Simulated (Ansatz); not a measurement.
AlBH8OSi2 can be A, `[BH2][Al]([SiH3])[O][SiH3]`, or B, `O[BH][Al]([SiH3])[SiH3]`.

Isolated molecules relaxed with PBE0-D4/def2-TZVP in Ansatz; ΔE leaves out vibrations. CBS: MP2 limit from def2 TZ/QZ plus the TZ coupled-cluster correction, frozen cores. DFT in def2-TZVPP. B3LYP here is the variant with VWN-RPA as its local correlation; programs differ in this. Each species was taken in one conformer, which may not be the lowest.

A:

Z-matrix (Å, degrees):
```
Si
Al 1 2.464
H 1 1.492 2 112.0
H 1 1.493 2 110.8 3 -119.6
H 1 1.492 2 112.3 3 121.0
O 2 1.692 1 116.2 3 43.8
B 2 2.122 1 125.9 3 -136.7
Si 6 1.624 2 168.2 1 2.5
H 7 1.200 2 122.6 1 90.6
H 7 1.200 2 122.6 1 -87.5
H 8 1.487 6 110.0 2 141.0
H 8 1.489 6 110.8 2 21.0
H 8 1.487 6 110.0 2 -99.2
```

B:

```xyz
13

O    -1.983    2.335   -0.273
B    -1.318    1.426   -1.029
Al   -0.040    0.002   -0.063
Si    2.358    0.473    0.261
Si   -0.816   -2.219    0.667
H    -2.536    2.935   -0.783
H    -1.482    1.459   -2.229
H     2.592    1.835    0.825
H     3.050   -0.502    1.153
H     3.061    0.431   -1.058
H    -2.259   -2.490    0.409
H    -0.591   -2.390    2.134
H    -0.037   -3.296   -0.014
```

Which isomer does CCSD(T)/CBS put lower? Give the gap. (Best estimate.)

Ansatz gave: A, by 102.3 kJ/mol.

Give E(B) − E(A) in kJ/mol with ωB97M-V, B3LYP-D4, CCSD/def2-TZVPP, PBE0-D4, MP2/def2-TZVPP, HF/def2-TZVPP, CCSD(T)/def2-TZVPP. (Best estimate.)

Ansatz gave: ωB97M-V 100.7, B3LYP-D4 99.3, CCSD/def2-TZVPP 106.2, PBE0-D4 72.7, MP2/def2-TZVPP 111.2, HF/def2-TZVPP 138.5, CCSD(T)/def2-TZVPP 99.4. None reverses the order clearly.

Largest T1 diagnostic: 0.015.

In def2-TZVPP, CCSD(T) changes the Hartree–Fock value by −39.2 kJ/mol (the triples alone add −6.9 kJ/mol) and MP2 by −27.3 kJ/mol. From PBE to PBE0 (25 % exact exchange), in def2-TZVPP and without D4, E(B) − E(A) moves by +14.5 kJ/mol.
